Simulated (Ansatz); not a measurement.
## A ladder of methods for GeH4 (germane)

GeH4 has 5 atoms, charge 0, and is taken as a singlet. SMILES: `[GeH4]`. Geometry: relaxed at PBE0-D4/def2-TZVP.

```csv
atom,x (Å),y (Å),z (Å)
Ge,0.0001,0.0001,0.0000
H,1.1481,-0.7563,0.6806
H,-1.2388,-0.0300,0.9042
H,-0.3292,-0.6691,-1.3406
H,0.4198,1.4554,-0.2441
```

Quantity: the energy change with the Ge1–H3 bond stretched from 1.534 to 1.918 Å, in eV. The values are calculated.

```tsv
level	kind	program	value (eV)	less FCI/STO-3G	CPU time (all runs)
PBE/STO-3G (restricted)	GGA	Ansatz	1.41	+0.15	2 s
r2SCAN/STO-3G (restricted)	meta-GGA	Ansatz	1.48	+0.22	4.4 s
B3LYP/STO-3G (restricted)	global hybrid	Ansatz	1.46	+0.20	2 s
PBE0/STO-3G (restricted)	global hybrid	Ansatz	1.48	+0.22	1.9 s
wB97M-V/STO-3G (restricted)	range-separated hybrid	Ansatz	1.54	+0.28	26 s
B2PLYP/STO-3G (restricted)	double hybrid	Ansatz	1.47	+0.21	2.8 s
RPA@PBE/STO-3G (restricted)	RPA	Ansatz	1.23	-0.03	3.8 s
CCSD(T)/STO-3G (restricted)	coupled cluster or CI	Ansatz	1.26	0.00	0.33 s
FCI/STO-3G	exact in the basis	Ansatz	1.26	0.00	3 s
```

FCI/STO-3G is exact within its basis and frozen core, so for wave-function methods in that basis the difference is their error; functionals converge differently with the basis, so for them it is only a difference. All-electron rows without a relativistic Hamiltonian named are non-relativistic. The first shape isn't each level's own minimum. The values span 1.23 to 1.54 eV. All rows use very small basis sets, so even the best lies far from the true value. In the correlated wave-function rows the outer d shell of Ge is correlated, in sets not made for it. Times are those of the runs behind each value, whatever else they computed, on shared processors of several kinds: orders of magnitude only.
